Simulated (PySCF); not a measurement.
```xyz
4
charge 0 multiplicity 3, angstrom
Pt    0.0000    0.0000    0.2278
S     0.0000    0.0000    2.3227
I     2.4676    0.0000   -0.4710
I    -2.4676    0.0000   -0.4710
```

Method: UPBE0 in PySCF with Pt def2-SVP with ECP60, S def2-SVP, I def2-SVP with ECP28; scalar-relativistic core potentials, no spin–orbit coupling; density-fitted integrals.

This geometry of PtSI2 is a stationary point at this level.

Question: What is the point group?

Answer: C2v.

Question: Is it a minimum?

Answer: Yes: all harmonic wavenumbers are real, though the softest, 51 cm⁻¹, leaves little margin.

Question: List the harmonic modes with their infrared intensities.

Answer: 
```
symmetry  ω (cm⁻¹)  IR (km/mol)
      a1        51          0.3
      b2        52          0.1
      b1        63          0.0
      a1       174          0.2
      b2       218         28.5
      a1       505          0.0
```

Question: What is the atomisation energy, with and without zero-point energy?

Answer: 756 kJ/mol without, 749 kJ/mol with.

In C2v the vibrations span 3a1 + 2b2 + b1. Here b1 is antisymmetric to the molecular plane and b2 lies in it.

Only a few start shapes were tried, so a lower isomer may exist. Open d and f shells are described by one determinant, and the ground state may have another occupation or spin. Spin–orbit coupling, left out here, can matter for elements this heavy.
